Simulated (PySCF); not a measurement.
PySCF input (CCSD(T)/cc-pVDZ):

```python
from pyscf import gto, scf, mp, cc as ccmod

mol = gto.M(
    atom='''
    Si   -0.70011995   -0.03583677    0.13726309
    N     1.16872202    0.05982292   -0.22913559
    H    -1.13442749    1.34409940   -0.10396352
    H    -1.15797076   -1.02615805   -0.84287646
    H    -0.71966631   -0.47211873    1.53737492
    H     1.64612147    0.72419417    0.38538504
    H     1.63053932   -0.84456478   -0.10366575
    H     1.35602892    0.35750229   -1.18998840
    ''',
    basis='cc-pvdz',
    charge=1,
    spin=0,
    verbose=4,
)

mf = scf.RHF(mol)
mf.conv_tol = 1e-10
mf.max_cycle = 100
mf.kernel()
mp2 = mp.MP2(mf, frozen=6).run()
cc = ccmod.CCSD(mf, frozen=6)
cc.max_cycle = 100
cc.kernel()
et = cc.ccsd_t()
print(f'E(CCSD(T)) = {cc.e_tot + et:.9f}')
```

End of the output:

```
Extra cycle  E= -346.662282423379  delta_E= -1.48e-12  |g|= 4.26e-07  |ddm|= 2.02e-06
converged SCF energy = -346.662282423379

******** <class 'pyscf.mp.mp2.RMP2'> ********
nocc = 7, nmo = 56
frozen orbitals 6
E(RMP2) = -346.942764372254  E_corr = -0.280481948874653
E(SCS-RMP2) = -346.9520358714  E_corr = -0.289753448021088
E_corr(same-spin) = -0.0540287199559572
E_corr(oppo-spin) = -0.226453228918696

******** <class 'pyscf.cc.ccsd.CCSD'> ********
CC2 = 0
CCSD nocc = 7, nmo = 56
frozen orbitals 6
max_cycle = 100
direct = 0
conv_tol = 1e-07
conv_tol_normt = 1e-05
diis_space = 6
diis_start_cycle = 0
diis_start_energy_diff = 1e+09
Init t2, MP2 energy = -346.94276436655  E_corr(MP2) -0.280481943170675
Init E_corr(CCSD) = -0.280481943170756
cycle = 1  E_corr(CCSD) = -0.307275481902651  dE = -0.0267935387  norm(t1,t2) = 0.0425657
cycle = 2  E_corr(CCSD) = -0.315262923127598  dE = -0.00798744122  norm(t1,t2) = 0.0141584
cycle = 3  E_corr(CCSD) = -0.318541729833927  dE = -0.00327880671  norm(t1,t2) = 0.00565106
cycle = 4  E_corr(CCSD) = -0.318684905545992  dE = -0.000143175712  norm(t1,t2) = 0.00106293
cycle = 5  E_corr(CCSD) = -0.31861697721421  dE = 6.79283318e-05  norm(t1,t2) = 0.000378163
cycle = 6  E_corr(CCSD) = -0.318614669753363  dE = 2.30746085e-06  norm(t1,t2) = 7.63354e-05
cycle = 7  E_corr(CCSD) = -0.318616785684024  dE = -2.11593066e-06  norm(t1,t2) = 2.33321e-05
cycle = 8  E_corr(CCSD) = -0.318616566754274  dE = 2.1892975e-07  norm(t1,t2) = 5.87212e-06
cycle = 9  E_corr(CCSD) = -0.318616326081039  dE = 2.40673235e-07  norm(t1,t2) = 1.86565e-06
cycle = 10  E_corr(CCSD) = -0.318616277523182  dE = 4.85578573e-08  norm(t1,t2) = 5.10582e-07
CCSD converged
E(CCSD) = -346.9808987009025  E_corr = -0.3186162775231817
CCSD(T) correction = -0.00654833505634231
E(CCSD(T)) = -346.987447036
```

It need not be the lowest isomer of its formula.
